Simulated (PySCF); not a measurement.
Cartesian coordinates (Å):
SMILES: C=CCCC
```xyz
15

C      2.6183     0.3619    -0.1259
C      1.5673    -0.4432    -0.0620
C      0.1883    -0.0948    -0.5096
C     -0.8358    -0.1597     0.6201
C     -2.2451     0.1531     0.1502
H      3.5953     0.0523     0.2265
H      2.5374     1.3636    -0.5376
H      1.6924    -1.4389     0.3619
H      0.1868     0.9063    -0.9537
H     -0.1226    -0.7894    -1.3011
H     -0.8087    -1.1572     1.0727
H     -0.5390     0.5398     1.4083
H     -2.5705    -0.5542    -0.6178
H     -2.3024     1.1563    -0.2813
H     -2.9618     0.1041     0.9729
```
Charge 0, multiplicity 1.

Task: What LUMO, total energy, HOMO, dipole moment and HOMO–LUMO gap does PBE0-D3(BJ)/def2-TZVP (PySCF) give?

Result: 
```yaml
LUMO: 0.43 eV
total_energy: -196.3615 Ha
HOMO: -7.34 eV
dipole_moment: 0.43 D
HOMO–LUMO gap: 7.77 eV
```
